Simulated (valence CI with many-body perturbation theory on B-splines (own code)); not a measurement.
Fe4+: one-electron terms

Calculated by valence CI with perturbative core correlation (CI+MBPT): four valence electrons over a frozen Dirac-Fock core [Ar], radial functions for each j: 9 s, 9 p, 10 d, 8 f, 5 g, 3 h, 1 i, with the one-electron correlation potential Σ1 (screened to all orders), the two-electron term Σ2, the three-electron term Σ3, Breit, model QED; selected single and double excitations, second order for the rest, scaled by the run's own slope (own B-spline code, finite nucleus).

Set against measurement, 60 paired levels are off by 1841 cm⁻¹ on average, the worst by 4484. These come from a selection out of Corliss and Sugar, J. Phys. Chem. Ref. Data 11, 135 (1982). Levels without a partner in it may be off by more, other configurations by 1,000 to 8,000 cm⁻¹. Only levels of the ground parity were solved; by the run's estimate the other parity begins above the list, which can be wrong where configurations are misplaced.

These are the spectroscopic orbitals of the CI (the correlating ones are not listed), shaped by the core and the other valence electrons. h is the expectation value of the core's Dirac-Fock operator, without the valence repulsion; Σ1 is computed up to l = 3 at one energy for each symmetry, that of its lowest orbital but kept below the first core excitation, so for empty shells it is not the orbital's own correlation shift; Breit and QED include the response of the core.

```csv
Orbital,h (hartree),Σ1 (cm⁻¹),Breit (cm⁻¹),QED (cm⁻¹),⟨r⟩ (bohr)
4s1/2,-3.4328,-5033,58.5,47.4,2.088
5s1/2,-1.8572,-1450,22.6,18.1,3.974
6s1/2,-1.1678,-640,11.0,8.8,6.456
4p1/2,-2.999,-3758,76.2,-5.3,2.307
5p1/2,-1.6714,-1225,31.8,-2.2,4.349
6p1/2,-1.0721,-574,16.3,-1.1,6.976
4p3/2,-2.9834,-3686,43.3,-2.2,2.320
5p3/2,-1.665,-1208,18.2,-0.9,4.366
6p3/2,-1.0688,-568,9.5,-0.5,6.997
3d3/2,-5.3675,-17285,2.0,-41.4,0.9254
4d3/2,-2.2821,-2300,6.6,-4.5,2.918
5d3/2,-1.3649,-993,3.5,-2.0,5.284
3d5/2,-5.3583,-17163,-128,-36.1,0.9279
4d5/2,-2.28,-2295,-9.2,-3.8,2.921
5d5/2,-1.364,-991,-3.7,-1.7,5.288
4f5/2,-1.7615,-997,-1.1,-0.2,3.489
5f5/2,-1.1302,-590,-0.9,-0.1,6.131
4f7/2,-1.7615,-994,-1.6,-0.1,3.489
5f7/2,-1.1302,-587,-1.2,-0.1,6.131
5g7/2,-1.1011,,0.0,0.0,5.492
5g9/2,-1.1011,,0.0,0.0,5.492
```

Among the shells of the start configuration 3d4, Σ1 is largest in size for 3d3/2, where it is 1.5 % of h.

Lowest root of each symmetry, sizes in configuration state functions:

```tsv
J	Parity	Roots	Reference	Variational	Second order	Change by selected CI (cm⁻¹)	Change by second order (cm⁻¹)
0	even	7	19	21660	388800	-8173	-18
1	even	11	43	32121	1014519	-8152	-36
2	even	16	61	30598	1275271	-8128	-57
3	even	12	57	29603	1534146	-8115	-70
4	even	13	48	29413	1730998	-8126	-64
5	even	6	29	30833	1194364	-9644	-89
6	even	3	15	29089	935013	-9681	-44
```
